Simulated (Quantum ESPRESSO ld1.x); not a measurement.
Question: Radial electron density D(r) = 4 pi r^2 rho(r) of an atom or ion with 24 electrons. Method: scalar-relativistic Kohn-Sham, LDA (Slater exchange, VWN5 correlation), spin-unpolarised, spherical densities, point nucleus; computed with ld1.x of Quantum ESPRESSO 7.5.

r (bohr),D(r) (e/bohr)
0.007721,7.064
0.008917,8.785
0.0103,10.82
0.01189,13.17
0.01363,15.66
0.01574,18.55
0.01817,21.60
0.02099,24.67
0.02424,27.54
0.02777,29.87
0.03207,31.68
0.03704,32.60
0.04277,32.50
0.0494,31.43
0.05659,29.77
0.06536,27.80
0.07548,26.26
0.08718,25.83
0.1007,26.91
0.1153,29.29
0.1332,32.59
0.1538,35.54
0.1777,36.78
0.2052,35.32
0.237,31.08
0.2715,25.44
0.3135,19.47
0.3621,15.32
0.4182,13.97
0.483,14.97
0.5533,16.66
0.639,17.55
0.738,16.48
0.8523,13.57
0.9843,9.785
1.128,6.456
1.302,3.885
1.504,2.416
1.737,1.737
2.006,1.415
2.298,1.158
2.654,0.8359
3.065,0.5041
3.54,0.2444
4.088,0.09228
4.722,0.02626
5.41,0.005984
6.247,0.0008832

What is the nuclear charge?

Answer: Z = 27. The innermost maximum, from 1s, lies near gamma/Z bohr with gamma = sqrt(1 - (Z/c)^2) = 0.980, here 0.0363 bohr (found: 0.0392), and its height grows with Z. The density is that of the cobalt ion Co3+ in [Ar] 3d4 4p2; the configuration itself is not fixed sharply by these data, and Z only to about a unit. D(r) has 3 maxima, at r = 0.0392, 0.178, 0.639 bohr, and minima at 0.0851, 0.418 bohr, inside which lie 2.11, 10.67 electrons.
